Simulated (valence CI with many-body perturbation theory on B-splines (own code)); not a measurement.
Au29+: one-electron terms

Computed by configuration interaction combined with many-body perturbation theory (CI+MBPT): four valence electrons over a frozen Dirac-Fock core [Kr] 4d10, radial functions for each j: 8 s, 8 p, 9 d, 9 f, 6 g, 3 h, 2 i, with the one-electron correlation potential Σ1 (screened to all orders), the two-electron term Σ2, the three-electron term Σ3, Breit, model QED; selected single and double excitations, second order for the rest (own B-spline code, finite nucleus).

No measured spectrum was set against this ion. As an estimate, large intervals hold to a few tenths of a per cent, small ones and those within an open d or f shell to about a per cent. Core correlation moves these levels by up to 5900 cm⁻¹, and in measured spectra 5 to 20 % of such shifts remained as error; rates that hang on mixing are uncertain with them. Only levels of the ground parity were solved; by the run's estimate the other parity begins above the list, which can be wrong where configurations are misplaced.

These are the spectroscopic orbitals of the CI (the correlating ones are not listed), shaped by the core and the other valence electrons. h is the expectation value of the core's Dirac-Fock operator, without the valence repulsion; Σ1 is computed up to l = 3 at one energy for each symmetry, that of its lowest orbital but kept below the first core excitation, so for empty shells it is not the orbital's own correlation shift; Breit and QED include the response of the core.

| Orbital | h (hartree) | Σ1 (cm⁻¹) | Breit (cm⁻¹) | QED (cm⁻¹) | ⟨r⟩ (bohr) |
| --- | --- | --- | --- | --- | --- |
| 5s1/2 | -35.95 | -20830 | 4651 | 3781 | 0.7279 |
| 6s1/2 | -22.516 | -6756 | 2202 | 1797 | 1.166 |
| 7s1/2 | -15.49 | -3309 | 1244 | 1030 | 1.696 |
| 5p1/2 | -34.015 | -18994 | 6974 | 149 | 0.7477 |
| 6p1/2 | -21.539 | -6707 | 3547 | 77.8 | 1.192 |
| 7p1/2 | -14.916 | -3332 | 2016 | 45.4 | 1.737 |
| 5p3/2 | -32.455 | -15836 | 3836 | 439 | 0.7866 |
| 6p3/2 | -20.76 | -5998 | 1998 | 230 | 1.238 |
| 7p3/2 | -14.467 | -3058 | 1275 | 134 | 1.792 |
| 5d3/2 | -29.387 | -14378 | 2597 | -216 | 0.8159 |
| 6d3/2 | -19.157 | -5908 | 1425 | -115 | 1.290 |
| 7d3/2 | -13.522 | -3125 | 851 | -67.6 | 1.867 |
| 5d5/2 | -29.065 | -13699 | 1598 | -75.4 | 0.8263 |
| 6d5/2 | -18.991 | -5682 | 871 | -39.2 | 1.302 |
| 7d5/2 | -13.425 | -3016 | 529 | -22.8 | 1.881 |
| 4f5/2 | -43.743 | -31179 | 1026 | -673 | 0.4002 |
| 5f5/2 | -25.474 | -13069 | 575 | -187 | 0.8494 |
| 4f7/2 | -43.523 | -30421 | -842 | -504 | 0.4036 |
| 5f7/2 | -25.394 | -12870 | -30.8 | -133 | 0.8528 |
| 5g7/2 | -22.443 |  | -140 | -49.5 | 0.8485 |
| 5g9/2 | -22.43 |  | -305 | -34.8 | 0.8494 |

Among the shells of the start configuration 4f4, Σ1 is largest in size for 4f5/2, where it is 0.32 % of h.

Lowest root of each symmetry, sizes in configuration state functions:

```
 J  Parity  Roots  Reference  Variational  Second order  Change by selected CI (cm⁻¹)  Change by second order (cm⁻¹)
 0    even      3         14         8818         20680                         -9603                             -4
 1    even      5         30        22247         10922                         -6936                             -3
 2    even     11         52        25772         25237                         -8009                            -25
 3    even      9         54        23338         38518                         -7221                            -66
 4    even     12         59        24446         42170                         -5966                            -54
 5    even     10         48        23882         40414                         -5532                            -53
 6    even      9         39        24055         33576                         -5548                            -50
 7    even      7         25        23429         23977                         -5781                            -40
 8    even      7         18        24673         11931                         -6036                            -13
 9    even      2          7        17747          8286                         -6154                             -8
10    even      2          3        13216          4190                         -6282                             -4
```
